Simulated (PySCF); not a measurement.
Gas-phase reaction: 3 InI + 3 CCl₃ ⇌ 2 InCl₃ + InI₃ + 3 CCl

Energies from PySCF, thermal terms from the rigid-rotor harmonic-oscillator model, ideal gas at 1 bar. † marks an energy on the PBE0/def2-TZVP geometry and frequencies; other levels use their own. MP2 and CCSD(T) freeze the core. Open shells (unrestricted): CCl₃ (multiplicity 2), CCl (multiplicity 2, electronic degeneracy 4); the rest are closed-shell singlets. Spin-orbit splitting is ignored; it lowers the true energy and changes the entropy of CCl. B3LYP is the form with VWN-RPA correlation. I, In: scalar-relativistic def2 core potential, no spin-orbit coupling. MP2 isn't extrapolated to the basis-set limit; its ΔH°(298 K) is 144.7 kJ in def2-SVP and 208.0 kJ in def2-TZVPP. CCSD(T) isn't extrapolated to the basis-set limit; its ΔH°(298 K) is 123.0 kJ in def2-SVP and 123.7 kJ in def2-TZVPP. The harmonic model lacks anharmonicity and excited electronic states, which grow with temperature; levels with a mode under 35 cm⁻¹ are left out. Soft modes under 120 cm⁻¹ make the harmonic entropy rough for InCl₃, InI₃.

```json
[
 {"level": "B3LYP/def2-TZVP†", "ΔE electronic, kJ": "245", "ΔH°(298 K), kJ": "233", "ΔS°(298 K), J/K": "48", "ΔG°(2000 K), kJ": "112"},
 {"level": "BLYP/def2-TZVP†", "ΔE electronic, kJ": "274", "ΔH°(298 K), kJ": "261", "ΔS°(298 K), J/K": "48", "ΔG°(2000 K), kJ": "140"},
 {"level": "CCSD(T)/def2-SVP†", "ΔE electronic, kJ": "135", "ΔH°(298 K), kJ": "123", "ΔS°(298 K), J/K": "48", "ΔG°(2000 K), kJ": "2"},
 {"level": "HF/def2-TZVP†", "ΔE electronic, kJ": "-48", "ΔH°(298 K), kJ": "-60", "ΔS°(298 K), J/K": "48", "ΔG°(2000 K), kJ": "-181"},
 {"level": "MP2/def2-TZVPP†", "ΔE electronic, kJ": "220", "ΔH°(298 K), kJ": "208", "ΔS°(298 K), J/K": "48", "ΔG°(2000 K), kJ": "87"},
 {"level": "PBE0/def2-TZVP", "ΔE electronic, kJ": "268", "ΔH°(298 K), kJ": "256", "ΔS°(298 K), J/K": "48", "ΔG°(2000 K), kJ": "135"},
 {"level": "ωB97M-V/def2-TZVP†", "ΔE electronic, kJ": "171", "ΔH°(298 K), kJ": "159", "ΔS°(298 K), J/K": "48", "ΔG°(2000 K), kJ": "38"}
]
```
ΔH° is lowest at HF/def2-TZVP† and highest at BLYP/def2-TZVP†. No reference value is set beside these.
